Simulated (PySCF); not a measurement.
## One molecule, a ladder of functionals, a line

Molecule: `C=C([SiH2]F)SC`, C₃H₇FSSi.

Numbering as in the mapped SMILES `[CH2:1]=[C:2]([SiH2:3][F:4])[S:5][CH3:6]` (H(Xn): hydrogen on atom n). Ha(C1) is cis to Si3; Hb(C1) is trans to Si3.

GIAO shieldings (ppm, equivalent atoms averaged) in PySCF 2.14 on the PBE0-D3(BJ)/def2-SVP geometry, basis pcSseg-1, gas phase, non-relativistic:

```tsv
functional	exact exchange (%)	σ(Si3)	σ(F4)	σ(S5)
BLYP	0	338.6	387.0	433.7
BP86	0	342.8	389.8	454.7
PBE	0	343.0	389.3	456.4
B3LYP	20	352.2	396.4	463.7
PBE0	25	360.8	400.4	492.0
mPW1PW91	25	360.1	400.6	488.3
HF	100	412.9	419.3	570.5
```

Q: Fit each shielding as a line in the percentage of exact exchange.

A: σ(Si3) = 341.2 + 0.72 x (rms 2.0 ppm); σ(F4) = 390.1 + 0.31 x (rms 2.0 ppm); σ(S5) = 450.0 + 1.23 x (rms 9.5 ppm). The functionals also differ in their semilocal parts, which the line can't hold; Hartree–Fock has no correlation at all.

Q: What does the line predict for BHandHLYP (50 %), and what does the run give?

A: σ(Si3): 377.2 predicted, 373.7 computed; σ(F4): 405.6 predicted, 406.8 computed; σ(S5): 511.5 predicted, 504.5 computed ppm.
